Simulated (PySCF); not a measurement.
## Electronic absorption of C7H11BO

Species: C₇H₁₁BO.
SMILES: `C#C[C@@H]1BCC[C@H]1OC`

Theory: PySCF, TDDFT CAM-B3LYP/def2-SVPD, vertical, gas phase, core orbitals frozen in the response. One conformer (not necessarily the lowest) at the PBE0-D3(BJ)/def2-SVP geometry, without solvent, vibrations or thermal averaging.

| state | λ (nm) | E (eV) | f | \|μ\| (D) | main configurations (H = HOMO, L = LUMO) |
| --- | --- | --- | --- | --- | --- |
| S1 | 234.5 | 5.29 | 0.0007 | 0.19 | H→L (88%) |
| S2 | 204.8 | 6.05 | 0.0081 | 0.59 | H-1→L (81%), H-2→L (10%) |
| S3 | 197.6 | 6.27 | 0.0008 | 0.18 | H-4→L (63%), H-3→L (11%) |
| S4 | 196.2 | 6.32 | 0.0005 | 0.14 | H→L+5 (39%) |
| S5 | 191.7 | 6.47 | 0.0047 | 0.44 | H-2→L (77%), H-1→L (11%) |
| S6 | 184.1 | 6.73 | 0.0032 | 0.35 | H→L+7 (28%), H-1→L+5 (14%), H-2→L+5 (12%) |
| S7 | 179.8 | 6.90 | 0.0019 | 0.27 | H-1→L+7 (34%), H-2→L+7 (32%) |
| S8 | 172.5 | 7.19 | 0.019 | 0.85 | H→L+1 (50%) |
| S9 | 170.4 | 7.28 | 0.015 | 0.73 | H-1→L+1 (31%), H-1→L+2 (16%), H-2→L+2 (9%) |
| S10 | 167.3 | 7.41 | 0.012 | 0.66 | H-3→L (23%), H-5→L (21%), H-6→L (15%) |

Triplets, Tamm–Dancoff:

```csv
state,E (eV),λ (nm),"main configurations (H = HOMO, L = LUMO)"
T1,4.93,251.3,"H→L (78%), H-6→L (9%)"
T2,5.32,232.9,"H→L+7 (23%), H-1→L+5 (16%), H-2→L+5 (14%)"
T3,5.72,216.9,"H-4→L (66%), H-3→L (10%)"
T4,5.74,216.0,H→L+5 (31%)
```

The lowest singlet comes at 234 nm (510 kJ/mol) in the ultraviolet; it is very weak; its leading configuration is HOMO→LUMO (88%). The strongest level in the table is S8 at 7.19 eV (173 nm, f = 0.019). Löwdin shares by element: HOMO carbon 71% or more, boron 8% (atoms not listed hold the other 21%); LUMO boron 48%, carbon 24% or more, hydrogen 10% or more (atoms not listed hold the other 18%). Of the 10 states listed, 3 reach f = 0.01 and 1 stays under 0.0005. The listed states span 2.12 eV, and the widest gap between neighbours is 0.77 eV (S1 to S2). The oscillator strengths of these states sum to 0.066; summed over the whole spectrum of an exact calculation they would give the number of electrons, 66 (Thomas–Reiche–Kuhn). The vertical ionisation energy (ΔSCF) is 9.31 eV, 1.90 eV above S10. The window holds the lowest 10 singlets.
